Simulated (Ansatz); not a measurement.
Ansatz (an electronic-structure program) input (B3LYP-D3(BJ)/def2-TZVP):

Ansatz 0.2 input:
```yaml
crystal:
  periodic: [false, false, false]
  atoms:
    - {symbol: Cu, position_ang: [0.00000000, 0.00000000, 0.00000000]}
    - {symbol: F, position_ang: [-0.00000000, -0.00000000, -1.81163028]}
    - {symbol: F, position_ang: [0.00000000, 0.00000000, 1.81163028]}
basis:
  gaussian:
    orbitals: def2-TZVP
hamiltonian:
  xc: b3lyp
  dispersion: d3bj
total_charge: -1
phonons: {temperatures: {t_min: 298.15, t_max: 298.15, t_step: 100}}
```

Output:

```
Functional definition: B3LYP
integrals: 0.03 GiB planned
854 factors; their error is unknown
mean field: 0.32 GiB planned
mean field evaluation 1: about -50066.0717 eV, gradient 1.3e2 eV
mean field evaluation 2: about -50014.1061 eV, gradient 3.0e2 eV
mean field evaluation 4: about -50081.5310 eV, gradient 2.0e1 eV
mean field evaluation 8: about -50082.1324 eV, gradient 9.5e-2 eV
mean field evaluation 16: about -50082.1324 eV, gradient 2.2e-5 eV
mean field -50082.13236816 eV, -1840.4844176415 hartree, gradient 2.2e-5 eV, S^2 0.000000; 0 other end points of the search recorded, 0 dependent functions left out
the calculation of the forces begins
reference -50082.13258792 eV, -1840.4844257175 hartree; 24, 24 occupied and 83, 83 virtual orbitals, 854 factors
these checks for a lower state are left out or cut short: stability, starts, cluster_reference, orbital_swaps, neighbouring_geometries, increment
integrals: 0.03 GiB planned
854 factors; their error is unknown
mean field: 0.32 GiB planned
mean field -50082.13235945 eV, -1840.4844173212 hartree, gradient 9.1e-7 eV, S^2 0.000000; 0 other end points of the search recorded, 0 dependent functions left out
the calculation of the forces begins
reference -50082.13257921 eV, -1840.4844253972 hartree; 24, 24 occupied and 83, 83 virtual orbitals, 854 factors
these checks for a lower state are left out or cut short: stability, starts, cluster_reference, orbital_swaps, neighbouring_geometries, increment
integrals: 0.03 GiB planned
854 factors; their error is unknown
mean field: 0.32 GiB planned
mean field -50082.13235945 eV, -1840.4844173212 hartree, gradient 9.1e-7 eV, S^2 0.000000; 0 other end points of the search recorded, 0 dependent functions left out
the calculation of the forces begins
reference -50082.13257921 eV, -1840.4844253972 hartree; 24, 24 occupied and 83, 83 virtual orbitals, 854 factors
these checks for a lower state are left out or cut short: stability, starts, cluster_reference, orbital_swaps, neighbouring_geometries, increment
integrals: 0.03 GiB planned
854 factors; their error is unknown
mean field: 0.32 GiB planned
mean field evaluation 32: about -50082.0923 eV, gradient 1.2e-1 eV
mean field -50082.13235945 eV, -1840.4844173212 hartree, gradient 9.1e-7 eV, S^2 0.000000; 0 other end points of the search recorded, 0 dependent functions left out
the calculation of the forces begins
reference -50082.13257921 eV, -1840.4844253972 hartree; 24, 24 occupied and 83, 83 virtual orbitals, 854 factors
these checks for a lower state are left out or cut short: stability, starts, cluster_reference, orbital_swaps, neighbouring_geometries, increment
integrals: 0.03 GiB planned
854 factors; their error is unknown
mean field: 0.32 GiB planned
mean field -50082.13235945 eV, -1840.4844173212 hartree, gradient 9.1e-7 eV, S^2 0.000000; 0 other end points of the search recorded, 0 dependent functions left out
the calculation of the forces begins
reference -50082.13257921 eV, -1840.4844253972 hartree; 24, 24 occupied and 83, 83 virtual orbitals, 854 factors
these checks for a lower state are left out or cut short: stability, starts, cluster_reference, orbital_swaps, neighbouring_geometries, increment
integrals: 0.03 GiB planned
854 factors; their error is unknown
mean field: 0.32 GiB planned
mean field -50082.13227203 eV, -1840.4844141085 hartree, gradient 8.2e-7 eV, S^2 0.000000; 0 other end points of the search recorded, 0 dependent functions left out
the calculation of the forces begins
reference -50082.13249179 eV, -1840.4844221845 hartree; 24, 24 occupied and 83, 83 virtual orbitals, 854 factors
these checks for a lower state are left out or cut short: stability, starts, cluster_reference, orbital_swaps, neighbouring_geometries, increment
integrals: 0.03 GiB planned
854 factors; their error is unknown
mean field: 0.32 GiB planned
mean field -50082.13227203 eV, -1840.4844141085 hartree, gradient 8.2e-7 eV, S^2 0.000000; 0 other end points of the search recorded, 0 dependent functions left out
the calculation of the forces begins
reference -50082.13249179 eV, -1840.4844221845 hartree; 24, 24 occupied and 83, 83 virtual orbitals, 854 factors
these checks for a lower state are left out or cut short: stability, starts, cluster_reference, orbital_swaps, neighbouring_geometries, increment
integrals: 0.03 GiB planned
854 factors; their error is unknown
mean field: 0.32 GiB planned
mean field evaluation 64: about -50082.1324 eV, gradient 1.4e-6 eV
mean field -50082.13236599 eV, -1840.4844175616 hartree, gradient 1.2e-6 eV, S^2 0.000000; 0 other end points of the search recorded, 0 dependent functions left out
the calculation of the forces begins
reference -50082.13258575 eV, -1840.4844256376 hartree; 24, 24 occupied and 83, 83 virtual orbitals, 854 factors
these checks for a lower state are left out or cut short: stability, starts, cluster_reference, orbital_swaps, neighbouring_geometries, increment
integrals: 0.03 GiB planned
854 factors; their error is unknown
mean field: 0.32 GiB planned
mean field -50082.13236599 eV, -1840.4844175616 hartree, gradient 1.2e-6 eV, S^2 0.000000; 0 other end points of the search recorded, 0 dependent functions left out
the calculation of the forces begins
reference -50082.13258575 eV, -1840.4844256376 hartree; 24, 24 occupied and 83, 83 virtual orbitals, 854 factors
these checks for a lower state are left out or cut short: stability, starts, cluster_reference, orbital_swaps, neighbouring_geometries, increment
integrals: 0.03 GiB planned
854 factors; their error is unknown
mean field: 0.32 GiB planned
mean field -50082.13236599 eV, -1840.4844175616 hartree, gradient 1.2e-6 eV, S^2 0.000000; 0 other end points of the search recorded, 0 dependent functions left out
the calculation of the forces begins
reference -50082.13258575 eV, -1840.4844256376 hartree; 24, 24 occupied and 83, 83 virtual orbitals, 854 factors
these checks for a lower state are left out or cut short: stability, starts, cluster_reference, orbital_swaps, neighbouring_geometries, increment
integrals: 0.03 GiB planned
854 factors; their error is unknown
mean field: 0.32 GiB planned
mean field -50082.13236599 eV, -1840.4844175616 hartree, gradient 1.2e-6 eV, S^2 0.000000; 0 other end points of the search recorded, 0 dependent functions left out
the calculation of the forces begins
reference -50082.13258575 eV, -1840.4844256376 hartree; 24, 24 occupied and 83, 83 virtual orbitals, 854 factors
these checks for a lower state are left out or cut short: stability, starts, cluster_reference, orbital_swaps, neighbouring_geometries, increment
integrals: 0.03 GiB planned
854 factors; their error is unknown
mean field: 0.32 GiB planned
mean field -50082.13230640 eV, -1840.4844153717 hartree, gradient 2.0e-6 eV, S^2 0.000000; 0 other end points of the search recorded, 0 dependent functions left out
the calculation of the forces begins
reference -50082.13252620 eV, -1840.4844234493 hartree; 24, 24 occupied and 83, 83 virtual orbitals, 854 factors
these checks for a lower state are left out or cut short: stability, starts, cluster_reference, orbital_swaps, neighbouring_geometries, increment
integrals: 0.03 GiB planned
854 factors; their error is unknown
mean field: 0.32 GiB planned
mean field evaluation 96: about -50082.1323 eV, gradient 1.0e-1 eV
mean field -50082.13233313 eV, -1840.4844163541 hartree, gradient 1.2e-6 eV, S^2 0.000000; 0 other end points of the search recorded, 0 dependent functions left out
the calculation of the forces begins
reference -50082.13255285 eV, -1840.4844244285 hartree; 24, 24 occupied and 83, 83 virtual orbitals, 854 factors
Total energy: -50082.17435483 eV, -1840.4859606231 hartree
Atom 0 at     0.000000     0.000000     0.000000 Å, force    -0.000000    -0.000000     0.000000 eV/Å
Atom 1 at    -0.000000    -0.000000    -1.811630 Å, force     0.000000     0.000000    -0.001928 eV/Å
Atom 2 at     0.000000     0.000000     1.811630 Å, force     0.000000     0.000000     0.001928 eV/Å
Dipole moment:     0.000000    -0.000000     0.000000 e Å
Vibrations: 178.60 178.60 472.36 593.19 cm⁻¹, zero-point energy 0.088199 eV
```
